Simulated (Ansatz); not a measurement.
Calculated with Ansatz (gas phase, PBE0-D4/def2-TZVP geometries, no zero-point term in ΔE). CCSD(T)/CBS is the MP2 limit (def2-TZVPP, def2-QZVPP) plus CCSD(T) − MP2 in def2-TZVPP, frozen cores. This one scheme is used for every species. Functionals use def2-TZVPP. For Zn outer-core shells are correlated without core-valence functions, which leaves a few kJ/mol of doubt a bond. Scalar relativity is left out up to krypton.

Consider the hydrogenolysis of a Zn–N bond: `C[N](C)[ZnH]` + H₂ → `[ZnH2]` + `CNC`.

| level | ΔE (eV) |
| --- | --- |
| BLYP-D4 | 0.00 |
| B2PLYP | -0.09 |
| r2SCANh | -0.08 |
| CAM-B3LYP | -0.17 |
| LC-ωPBE | -0.16 |
| HF/def2-SVP | -0.39 |
| SCS-MP2/def2-TZVPP | -0.03 |
| CCSD(T)/def2-TZVPP | -0.06 |

Q: What does CCSD(T)/CBS give? (Best estimate.)

A: The calculation gave: -0.03 eV. The listed levels differ from it by 0.03, -0.06, -0.05, -0.14, -0.13, -0.36, 0.00, -0.03 eV.

Q: What do rigid-rotor, harmonic-oscillator terms from PBE0-D4/def2-TZVP frequencies (298.15 K, 1 bar) make of the CCSD(T)/CBS value? (Estimate.)

A: Ansatz gave: ΔZPE = +0.18 eV, ΔH = +0.11 eV, ΔS = 18 J/(mol·K), ΔG = +0.05 eV.

Largest T1 diagnostic among the species: 0.016.

Leaving LDA and LC-ωPBE aside and taking each functional with its dispersion term where it has one, the values, not all of them listed here, spread over 0.22 eV, from B97M-V to BLYP-D4. LDA lies +0.09 eV from PBE without D4. In def2-TZVPP, CCSD(T) changes the Hartree–Fock value by +0.37 eV (the triples alone add +0.07 eV) and MP2 by +0.49 eV. From BLYP to BHLYP (50 % exact exchange), in def2-TZVPP and without D4, ΔE moves by −0.14 eV.
